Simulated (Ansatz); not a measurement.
Compare A (`BC(B)(C)O`) with its isomer B (`CBBOC`).

Calculated with Ansatz (gas phase, PBE0-D4/def2-TZVP geometries, no zero-point term in ΔE). CCSD(T)/CBS adds triple-zeta CCSD(T) − MP2 to the extrapolated MP2 energy (def2 sets, frozen cores). DFT in def2-TZVPP. One conformer a species, not always the lowest.

**Question.** Which isomer does CCSD(T)/CBS put lower? Give the gap. (Estimate.)

**Answer.** Computed: B, by 154.0 kJ/mol.

**Question.** Give E(B) − E(A) in kJ/mol with PBE-D4, BLYP-D4, PBE0-D4, MP2/def2-TZVPP, LDA (SPW92), CCSD/def2-TZVPP, HF/def2-TZVPP. (Best estimate.)

**Answer.** Ansatz gave: PBE-D4 -144.1, BLYP-D4 -167.3, PBE0-D4 -146.9, MP2/def2-TZVPP -145.2, LDA (SPW92) -122.8, CCSD/def2-TZVPP -164.0, HF/def2-TZVPP -202.2. None reverses the order clearly.

**Question.** Does the order hold for the free energy at 298.15 K (harmonic terms from PBE0-D4)? (An estimate is asked.)

**Answer.** Computed: Yes: G(B) − G(A) = -156.2 kJ/mol, for one conformer each.

Largest T1 diagnostic: 0.013.

In def2-TZVPP, CCSD(T) changes the Hartree–Fock value by +45.7 kJ/mol (the triples alone add +7.5 kJ/mol) and MP2 by +57.0 kJ/mol. Leaving LDA and LC-ωPBE aside and taking each functional with its dispersion term where it has one, the values, not all of them listed here, spread over 32.7 kJ/mol, from BHLYP-D4 to revPBE-D4. LDA lies +25.1 kJ/mol from PBE without D4.
